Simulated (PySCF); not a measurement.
CClF2, SMILES F[C](F)Cl (connectivity only; charge and spin as stated), charge +1, multiplicity 1. Atoms are numbered in the order given.

```xyz
4

F      0.0000     1.0592    -1.0414
C      0.0000     0.0000    -0.3777
F      0.0000    -1.0592    -1.0414
Cl     0.0000     0.0000     1.2360
```
Charge +1, spin multiplicity 1.

Geometry: ωB97X-D3(BJ)/def2-TZVP. The multiplicity is an assumed one; other spin states were not compared. The isomer is the one that the SMILES or the coordinates give; other isomers of the formula were not compared.

Two levels are set side by side: PBE/pcSseg-2 (PySCF) and PBE0/pcSseg-2 (PySCF). GIAO shifts against CFCl3 (¹⁹F), HCl (³⁵Cl), TMS (¹³C) at the same level; non-relativistic, no solvent, atoms listed together averaged. Without spin–orbit terms, shifts of atoms bonded to Cl or Br come out too high at both levels. Differences are taken from unrounded values.

```json
[
 {"quantity": "δ(¹⁹F) of F1, F3 (ppm)", "PBE0": "121.4", "PBE": "106.9", "PBE minus PBE0": "-14.5"},
 {"quantity": "δ(¹³C) of C2 (ppm)", "PBE0": "202.0", "PBE": "196.0", "PBE minus PBE0": "-6.0"},
 {"quantity": "δ(³⁵Cl) of Cl4 (ppm)", "PBE0": "529.4", "PBE": "550.0", "PBE minus PBE0": "20.6"}
]
```

Rough cost on one machine, each run with all the roots and properties that it gave: PBE0 against PBE within a factor of 2.
